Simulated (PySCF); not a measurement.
Al(F)(OH)(SH) (AlFH2OS), SMILES [F][Al]([OH])[SH]. Atoms are numbered in the order given.

```xyz
6

Al    -0.0337    -0.4409     0.0000
F     -1.4757    -1.2622     0.0000
O      1.4479    -1.2500     0.0000
H      1.5835    -2.1986     0.0000
S     -0.0470     1.7206     0.0000
H      1.3053     1.7605     0.0000
```

Coordinates come from a PBE0-D3(BJ)/def2-SVP optimisation. Other conformers were not sampled.

All values below come from PySCF with PBE0/pcSseg-2.

GIAO shieldings, no solvent; atoms alike by connectivity are averaged. δ = σ(ref) − σ: ¹⁹F against CFCl3 (σ = 165.8 ppm); ¹⁷O against H2O (σ = 327.8 ppm); ¹H against TMS (σ = 31.54 ppm); ³³S against H2S (σ = 711.3 ppm), references at their B3LYP-D3(BJ)/def2-TZVP geometries, non-relativistic.

```json
[
 {"atoms": "F2", "nucleus": "¹⁹F", "count": "1", "δ (ppm)": "?"},
 {"atoms": "O3", "nucleus": "¹⁷O", "count": "1", "δ (ppm)": "26.1"},
 {"atoms": "H4", "nucleus": "¹H", "count": "1", "δ (ppm)": "1.79"},
 {"atoms": "H6", "nucleus": "¹H", "count": "1", "δ (ppm)": "?"},
 {"atoms": "S5", "nucleus": "³³S", "count": "1", "δ (ppm)": "-99.9"}
]
```

**Question.** Some entries are withheld; supply them. (Estimate from the structure and the level; the computed values follow.)

**Answer.** 
- F2, δ (ppm): -181.9
- H6, δ (ppm): 0.39
